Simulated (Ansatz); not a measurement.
`[CH3][GeH2][GeH3]` + H₂S → `[SH][GeH3]` + `[CH3][GeH3]`  (cleavage of the Ge–Ge bond)

Gas-phase electronic energies from Ansatz, PBE0-D4/def2-TZVP geometries. CBS: MP2 limit from def2 TZ/QZ plus the TZ coupled-cluster correction, frozen cores. This one scheme is used for every species. DFT in def2-TZVPP. HSE06 is defined as in plane-wave codes. For Ge outer-core shells are correlated without core-valence functions, which leaves a few kJ/mol of doubt a bond. Scalar relativity is left out up to krypton.

`[CH3][GeH2][GeH3]`:

```xyz
11

C     1.001    0.741    1.306
Ge   -0.711    0.309    0.459
Ge   -0.370   -0.941   -1.589
H     1.612    1.345    0.634
H     1.543   -0.174    1.546
H     0.834    1.302    2.226
H    -1.479    1.608    0.140
H    -1.577   -0.523    1.425
H     0.381   -2.254   -1.298
H     0.473   -0.123   -2.584
H    -1.707   -1.291   -2.264
```

H₂S:

Z-matrix (Å, degrees):
```
S
H 1 1.341
H 1 1.341 2 92.3
```

`[SH][GeH3]`:

Cartesian coordinates in Å:
```
S 1.278 -0.515 -1.033
Ge -0.254 0.395 0.299
H 0.706 -1.731 -1.038
H -0.283 -0.329 1.654
H -1.641 0.331 -0.357
H 0.194 1.850 0.474
```

`[CH3][GeH3]`:

```xyz
8

C    -0.006    1.025   -0.152
Ge    0.006   -0.907    0.134
H    -1.031    1.392   -0.211
H     0.499    1.532    0.671
H     0.507    1.273   -1.082
H    -0.722   -1.260    1.444
H     1.452   -1.428    0.223
H    -0.702   -1.626   -1.028
```

| level | ΔE (kcal/mol) | difference from CCSD(T)/CBS |
| --- | --- | --- |
| PBE-D4 | -1.9 | 0.4 |
| revPBE-D4 | -2.4 | -0.1 |
| r2SCAN0-D4 | -3.0 | -0.7 |
| HSE06-D4 | -2.4 | -0.1 |
| BHLYP-D4 | -3.2 | -0.9 |
| CAM-B3LYP-D4 | -2.9 | -0.6 |
| revPBE | -2.6 | -0.3 |
| BLYP | -2.8 | -0.5 |
| PBE0 | -2.8 | -0.5 |
| r2SCANh | -3.1 | -0.8 |
| BHLYP | -3.9 | -1.6 |
| CAM-B3LYP | -3.4 | -1.1 |
| HF/def2-SVP | -6.0 | -3.7 |
| CCSD/def2-SVP | -3.2 | -0.9 |
| MP2/def2-TZVPP | -2.9 | -0.6 |
| CCSD/def2-TZVPP | -2.4 | -0.1 |
| CCSD(T)/CBS | -2.3 | 0 |

Largest T1 diagnostic among the species: 0.011.

In def2-TZVPP, CCSD(T) changes the Hartree–Fock value by +3.6 kcal/mol (the triples alone add +0.1 kcal/mol) and MP2 by +3.0 kcal/mol. At CCSD(T), def2-SVP lies −0.8 kcal/mol from the extrapolated value and def2-TZVPP −0.0 kcal/mol. From BLYP to BHLYP (50 % exact exchange), in def2-TZVPP and without D4, ΔE moves by −1.2 kcal/mol.
